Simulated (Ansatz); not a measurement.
NbSFCl2, SMILES [Nb](=[S])([F])([Cl])[Cl], multiplicity 1.

Coordinates come from a PBE-D3(BJ)/def2-SVP optimisation. The spin state was assumed, not searched. The structure was generated by enumeration; whether it is a known compound was not checked. The def2 effective core potentials stand for the cores of Nb; spin–orbit coupling is left out.

Two levels are set side by side: PBE/def2-SVPD (Ansatz, a quantum-chemistry and plane-wave program) and CAM-B3LYP/def2-SVPD (Ansatz). Energy differences of separate SCF runs at the same geometry; the states with an electron removed or added have multiplicity 2 and 2. Differences are taken from unrounded values.

| quantity | CAM-B3LYP |
|---|---|
| vertical ionisation energy (eV) | 10.54 |
| vertical electron affinity (eV) | 2.07 |
| vertical singlet–triplet gap (eV) | 2.73 |

Q: What does PBE give, and how far is it from CAM-B3LYP? (An estimate is asked for; the answer gives what the named calculation found.)

A: 
```json
[
 {"quantity": "vertical ionisation energy (eV)", "PBE": "10.23", "PBE minus CAM-B3LYP": "-0.31"},
 {"quantity": "vertical electron affinity (eV)", "PBE": "1.48", "PBE minus CAM-B3LYP": "-0.58"},
 {"quantity": "vertical singlet–triplet gap (eV)", "PBE": "3.17", "PBE minus CAM-B3LYP": "0.44"}
]
```
